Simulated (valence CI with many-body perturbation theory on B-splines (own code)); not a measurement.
## Ru2+: calculated level list

Calculated by configuration interaction combined with many-body perturbation theory (CI+MBPT): six valence electrons over a frozen Dirac-Fock core [Kr], radial functions for each j: 7 s, 7 p, 8 d, 6 f, 4 g, 1 h, with the one-electron correlation potential Σ1, the two-electron term Σ2, the three-electron term Σ3, Breit, model QED; selected CI, second order for the rest, scaled by the run's own slope (own B-spline code, finite nucleus).

Against 6 measured levels this calculation errs by 978 cm⁻¹ on average and by 2893 at most. These come from a selection out of Moore, Atomic Energy Levels, vol. III, NSRDS-NBS 35 (1971 reprint of NBS Circular 467, 1958), an old analysis. Levels without a partner in it may be off by more, other configurations by 1,000 to 8,000 cm⁻¹. Among the levels kept, up to 2900 cm⁻¹ of a level comes from second order outside the variational space, and about a tenth of that is noise between levels of different J, which matters for small intervals. Only levels of the ground parity were solved; by the run's estimate the other parity begins above the list, which can be wrong where configurations are misplaced.

Levels 1 to 31 of 31, with energies above the lowest level, 4d6 5D_4. "Leading %" is the weight of the configuration and term that name the level; weights of strongly mixed levels are sums over their largest components and can fall short. Lifetimes count E1, E2, E3, M1 and M2 decay at the calculated energies, and are blank where another channel may lead or the interval is too uncertain; long ones can be off by a factor of two.

| No. | Configuration | Term | J | E (eV) | Leading % | Lifetime | g | Second component |
| --- | --- | --- | --- | --- | --- | --- | --- | --- |
| 1 | 4d6 | 5D | 4 | 0.0000 | 96 |  | 1.497 |  |
| 2 | 4d6 | 5D | 3 | 0.1356 | 96 | 22.1 s | 1.498 |  |
| 3 | 4d6 | 5D | 2 | 0.2198 | 96 | 49.8 s | 1.499 |  |
| 4 | 4d6 | 5D | 1 | 0.2749 | 95 | 122 s | 1.499 |  |
| 5 | 4d6 | 5D | 0 | 0.3048 | 95 |  |  |  |
| 6 | 4d6 | 3H | 6 | 1.858 | 95 | 23300 s | 1.162 |  |
| 7 | 4d6 | 3H | 4 | 1.869 | 57 | 1.85 s | 0.935 | 17 % 4d6 3F |
| 8 | 4d6 | 3H | 5 | 1.887 | 82 | 340 s | 1.059 | 15 % 4d6 3G |
| 9 | 4d6 | 3P | 2 | 1.950 | 92 | 379 ms | 1.487 |  |
| 10 | 4d6 | 3F | 4 | 2.103 | 58 | 565 ms | 1.090 | 32 % 4d6 3H |
| 11 | 4d6 | 3F | 3 | 2.119 | 75 | 702 ms | 1.014 | 21 % 4d6 3G |
| 12 | 4d6 | 3F | 2 | 2.190 | 94 | 1.33 s | 0.675 |  |
| 13 | 4d6 | 3G | 5 | 2.311 | 81 | 2.83 s | 1.174 | 15 % 4d6 3H |
| 14 | 4d6 | 3P | 1 | 2.358 | 90 | 258 ms | 1.452 | 5 % 4d6 3D |
| 15 | 4d6 | 3G | 4 | 2.440 | 74 | 1.86 s | 1.071 | 16 % 4d6 3F |
| 16 | 4d6 | 3P | 0 | 2.440 | 81 | 301 ms |  | 13 % 4d6 1S |
| 17 | 4d6 | 3G | 3 | 2.466 | 75 | 1.54 s | 0.823 | 21 % 4d6 3F |
| 18 | 4d6 | 3D | 2 | 2.812 | 88 | 1.05 s | 1.171 |  |
| 19 | 4d6 | 3D | 1 | 2.831 | 90 | 767 ms | 0.551 | 5 % 4d6 3P |
| 20 | 4d6 | 3D | 3 | 2.847 | 93 | 593 ms | 1.329 |  |
| 21 | 4d6 | 1I | 6 | 2.856 | 95 | 1.53 s | 1.004 |  |
| 22 | 4d5 5s | 7S | 3 | 3.009 | 97 |  | 1.999 |  |
| 23 | 4d6 | 1G | 4 | 3.054 | 87 | 389 ms | 1.007 | 6 % 4d6 3F |
| 24 | 4d6 | 1S | 0 | 3.441 | 78 | 209 ms |  | 16 % 4d6 3P |
| 25 | 4d6 | 1D | 2 | 3.651 | 89 | 332 ms | 1.007 |  |
| 26 | 4d6 | 1F | 3 | 3.959 | 88 |  | 1.006 | 7 % 4d6 3F |
| 27 | 4d6 | 3P | 0 | 4.503 | 92 | 187 ms |  |  |
| 28 | 4d6 | 3P | 1 | 4.606 | 94 | 194 ms | 1.499 |  |
| 29 | 4d6 | 3F | 2 | 4.716 | 94 | 195 ms | 0.670 |  |
| 30 | 4d6 | 3F | 4 | 4.721 | 93 | 174 ms | 1.244 |  |
| 31 | 4d5 5s | 5S | 2 | 4.751 | 86 |  | 1.951 | 8 % 4d6 3P |

Names give the largest LS component (configuration and term), which can be under half, so a name can repeat, a term be missing and a line seem to break the LS rules; names also repeat where a configuration has a term twice.

The ionisation energy to 4d5 6S_5/2 of the next ion comes out as 27.844 eV (NIST: 28.47 eV (semi-empirical), further off than twice its uncertainty). All 31 levels together are meant to be complete up to 4.765 eV.
